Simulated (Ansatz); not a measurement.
MH2Cl2 with several metals: r2SCAN-D4/def2-TZVP single points in Ansatz on relaxed structures, gas phase. Core potentials for Zr, no spin–orbit coupling. HOMO and LUMO are taken over both spins. The spins of the ions were chosen, not always searched. A dash marks a value that wasn't run or was left out as unsound. The structures are stationary points that may keep the symmetry of their start. Remarks come from the PBE and PBE0 runs and from stability tests at other levels; not every state was tested. HOMO above LUMO (over both spins in singlets and doublets, within one spin in higher multiplets; at PBE or PBE0), or a gap under 0.15 eV within one spin, warns that the state may not be the lowest or that an electron is smeared out.

```
species  atoms                          state          geometry  HOMO (eV)  LUMO (eV)  gap (eV)  vertical IE (eV)  vertical triplet (eV)  point group (within 0.1 Å)                                     remarks
 VH2Cl2      5  doublet; oxidised ion singlet  PBE-D4/def2-TZVP      -6.48      -5.22      1.26                 –                      –                         C2v  restricted SCF unstable in HF (+1 singlet)
ZrH2Cl2      5                        singlet  PBE-D4/def2-TZVP      -7.83      -3.52      4.31             10.72                   3.62                         C2v                                           –
```

Task: Estimate the rows for TiH2Cl2 (singlet, r2SCAN-D4/def2-TZVP geometry).

Result: 
```json
{"species": "TiH2Cl2", "atoms": "5", "state": "singlet", "geometry": "r2SCAN-D4/def2-TZVP", "HOMO (eV)": "-8.17", "LUMO (eV)": "-4.47", "gap (eV)": "3.70", "vertical IE (eV)": "11.20", "vertical triplet (eV)": "2.87", "point group (within 0.1 Å)": "C2v", "remarks": "gap within one spin near zero at PBE or PBE0 (+1 doublet)"}
```

The gap (eV) runs from 1.26 (VH2Cl2) to 4.31 (ZrH2Cl2).
